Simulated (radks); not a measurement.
Results of a calculation; reference values are marked as such.
A nucleus of charge 31.5 with 29 electrons, 29 electrons, occupied as [Ar] 3d10 4s1. Level of theory: scalar-relativistic Kohn-Sham, PBE, spin-polarised, spherical densities, finite nucleus; open shells are filled with parallel spins first; Fermi nuclear charge, rms radius 3.9973 fm (a radial shooting solver on a logarithmic mesh with Libxc functionals). Some entries of the table are withheld. Estimate them.

| orbital | occ. | eigenvalue (hartree) | <r^2> (bohr^2) |
|---|---|---|---|
| 1s up | 1 | -390.2514 | 0.003073 |
| 1s down | 1 | -390.2487 | 0.003073 |
| 2s up | 1 | -49.35843 | 0.05395 |
| 2s down | 1 | -49.35755 | 0.05395 |
| 2p up | 3 | -43.17825 | 0.04292 |
| 2p down | 3 | -43.17704 | 0.04292 |
| 3s up | 1 | -6.79750 | 0.4698 |
| 3s down | 1 | -6.79388 | 0.4690 |
| 3p up | 3 | -4.92193 | (1) |
| 3p down | 3 | -4.91721 | (2) |
| 3d up | 5 | -1.86835 | 0.7446 |
| 3d down | 5 | -1.85835 | 0.7294 |
| 4s up | 1 | (3) | 4.307 |
| 4s down | 0 | (4) | 4.278 |

Answer. 
(1) 3p up <r^2> (bohr^2): 0.5178
(2) 3p down <r^2> (bohr^2): 0.5160
(3) 4s up eigenvalue (hartree): -1.23686
(4) 4s down eigenvalue (hartree): -1.18194
